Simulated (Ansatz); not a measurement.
Species: CH4Si, net charge 0, singlet state. 
Geometry from a B3LYP-D3(BJ)/def2-TZVP (Ansatz, a program for electronic structure) optimisation:
```
Si
C 1 1.7009
H 2 1.0823 1 122.25
H 2 1.0823 3 115.51 1 180.00
H 1 1.4730 2 122.63 3 0.00
H 1 1.4730 5 114.74 2 -180.00
```
Charge 0, spin multiplicity 1.

Parts of the frozen-core correlation energy in STO-3G (Ansatz, hartree). Frozen orbitals: 6; correlated occupied orbitals by spin: 6 and 6; virtual: 6 and 6. No spin-orbit coupling. No relativistic terms. The restricted reference is unstable.

```csv
term,value
reference (HF),-325.21972
MP2 opposite-spin,…
MP2 same-spin,-0.01501
CCSD correlation,…
(T),…
FCI minus CCSD(T),-0.00071
T1 diagnostic,0.015
largest doubles amplitude,0.264
```

**Question.** Complete the blanks.

**Answer.** 
- MP2 opposite-spin, value: -0.10442
- CCSD correlation, value: -0.15875
- (T), value: -0.00151
